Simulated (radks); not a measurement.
Spin polarisation of the 3p3 shell in P. Start: [Ne] 3s2 3p(up 1.5, down 1.5); electrons of 3p are moved from spin down to spin up, other shells keep equal spins. Calculated with a radial shooting solver on a logarithmic mesh with Libxc functionals: scalar-relativistic Kohn-Sham, SCAN, spin-polarised, spherical densities, finite nucleus; meta-GGA in the generalised Kohn-Sham scheme; Fermi nuclear charge, rms radius of each element as measured or else 0.836 A^(1/3) + 0.57 fm.

moment (Bohr magnetons),E - E(0) (eV),e(3p up) (eV),e(3p down) (eV),3s down minus up (eV)
0,0.000,-5.623,-5.623,0.000
0.75,-0.157,-5.991,-5.183,0.907
1.5,-0.603,-6.289,-4.662,1.794
2.25,-1.373,-6.521,-4.030,2.700

At moment 2.25 the spin-polarisation energy is -1.373 eV and the 3p exchange splitting 2.490 eV, that is 1.107 eV per Bohr magneton; E = -I m^2/4 would give I = 1.085 eV.
